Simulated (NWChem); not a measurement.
# BeNH2Br; SMILES [NH2][Be][Br]

```xyz
5

Be     0.0003     1.1360     0.0000
Br     0.0010    -0.8426     0.0000
N     -0.0007     2.6342     0.0000
H     -0.0026     3.2168    -0.8281
H     -0.0026     3.2168     0.8281
```
Atoms are numbered in this order, from 1.

Level: B3LYP/6-31G* (spherical d) (NWChem), optimised geometry, unscaled harmonic frequencies. This build's default masses of Se (78.918 u) and Br (79.917 u) are each other's, which moves their modes by up to 0.6 %. B3LYP is NWChem's, with the RPA form of VWN correlation.

Q: List the harmonic frequencies with IR intensities, and the thermochemistry.

A: 
```tsv
frequency (cm⁻¹)	IR intensity (km/mol)
214	6.9
251	5.3
364	220.5
424	11.5
669	90.6
1286	299.6
1610	102.3
3571	42.1
3650	23.2
```

```yaml
zero_point_energy: 17.2 kcal/mol
thermal correction to the enthalpy at 298.15 K (with zero-point energy): 20.7 kcal/mol
heat capacity Cv: 13.6 cal/(mol K)
entropy at 298.15 K and 1 atm (symmetry number 2): 66.8 cal/(mol K)
dipole_moment: 2.69 D
```

Rigid rotor and harmonic oscillator.
